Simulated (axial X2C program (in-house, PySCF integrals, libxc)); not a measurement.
# Worked dissociation energy of RhCl⁻: PBE, scalar-relativistic

Calculated with an axial X2C code built on PySCF integrals. Spin-free means the one-electron spin-free X2C Hamiltonian. Basis: Rh dyall-av3z [13s13p9d3f2g], Cl dyall-av3z [9s8p3d2f] (cores contracted in-house); Gaussian nuclei, density fitting, unrestricted open shells. Masses: Rh 102.906 u, Cl 34.969 u.

Molecular state: M_S = 1/2, Λ = 2 (beyond evenly filled blocks: δ+α, δ+β, δ-α).

```
E(Rh) (2M_S = 3, M_L = 2)  : -4783.272575 hartree
E(Cl-) (2M_S = 0, M_L = 0) : -461.533644 hartree
E(RhCl⁻) at Re             : -5244.873345 hartree
ωe                         : 315.9 cm⁻¹
ωexe                       : 1.93 cm⁻¹
```

Question: Work out De and D0.

Answer: De = -4783.272575 + (-461.533644) − (-5244.873345) = 0.06713 hartree = 1.827 eV. The zero-point energy is ωe/2 − ωexe/4 = 157 cm⁻¹ = 0.020 eV, so D0 = 1.807 eV.

The state is one determinant whose occupation by symmetry is held fixed; it was picked as the lowest of a PBE0 search that is not exhaustive. Dissociation energies refer to the lowest single-determinant-based atoms at the same level and basis. PBE0 can misorder states that lie within some tenths of an eV, so this need not be the ground state of the molecule. The nearest other spin-free determinant of the search, M_S = 3/2, Λ = 2, lies 0.14 eV up at the distance of the search. Without a current term, density functionals place determinants with orbital angular momentum somewhat too high. At some level and bond length an empty orbital lies below a filled one. The highest occupied level of some functionals is positive through self-interaction error; at Hartree–Fock it is bound. The determinant is spin-polarised beyond a pure state at some levels (its spin-free form has ⟨S²⟩ too high), which makes Re and μ there less reliable.

Each atomic determinant is the lowest at this level and need not be a pure term. Totals compare only within one Hamiltonian and basis.
